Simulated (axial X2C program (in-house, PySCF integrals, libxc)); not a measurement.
# Low determinants of CaGe at the PBE0 level, spin-free

All values were computed with an in-house all-electron X2C program for linear molecules (integrals from PySCF). Spin-free means the one-electron spin-free X2C Hamiltonian. Basis: Ge dyall-cv3z [9s9p7d4f1g], Ca dyall-cv3z [11s12p6d4f] (cores contracted in-house); Gaussian nuclei, density fitting, unrestricted open shells. Masses: Ge 73.921 u, Ca 39.963 u.

Search at 2.815 Å (vertical energies from the lowest determinant):

| ΔE (eV) | state | electrons beyond evenly filled partner blocks | electrons in σ, π, δ, φ |
| --- | --- | --- | --- |
| 0.00 | M_S = 1, Λ = 0 | π+α, π-α | 26 22 4 0 |
| 0.44 | M_S = 2, Λ = 0 | 2 × σα, π+α, π-α | 26 22 4 0 |
| 0.85 | M_S = 0, Λ = 0 | π+β, π-α | 26 22 4 0 |
| 0.85 | M_S = 0, Λ = 2 | π+α, π+β | 26 22 4 0 |
| 1.05 | M_S = 1, Λ = 1 | σα, π+α | 27 21 4 0 |
| 1.05 | M_S = 0, Λ = 0 | 2 × σβ, π+α, π-α | 26 22 4 0 |
| 1.10 | M_S = 0, Λ = 1 | σα, π+β | 27 21 4 0 |

Lowest determinant, M_S = 1, Λ = 0 (beyond evenly filled blocks: π+α, π-α): Re = 2.813 Å, ωe = 214.9 cm⁻¹.

The determinant in row 2 of the search, M_S = 2, Λ = 0 (beyond evenly filled blocks: 2 × σα, π+α, π-α), was followed along the bond at PBE0; measured from the minimum of the lowest determinant it gives:

Te = 0.437 eV (3527 cm⁻¹), Re = 2.803 Å, ωe = 215.1 cm⁻¹.

Q: Compare the bond of the determinant in row 2 with that of the lowest one.

A: At PBE0 its Re is 0.010 Å shorter and its force constant, which goes as ωe², is 1.00 times that of the lowest determinant. T0 ≈ Te + Δωe/2 = 3527 + (0) = 3527 cm⁻¹.

The search compares states at one distance, so a state with another bond length can lie lower; it is not exhaustive and yields mostly the lowest determinant of each block pattern, so other components and higher states of one pattern are missing. These are energies of single determinants, not of spin-adapted states; PBE0 term energies can be off by some tenths of an eV, and the functional has no current term. The lowest determinant need not be the ground state where others lie within half an eV. Row 1 is spin-contaminated (⟨S²⟩ = 2.51 against 2.00), so its values are not those of a pure state.
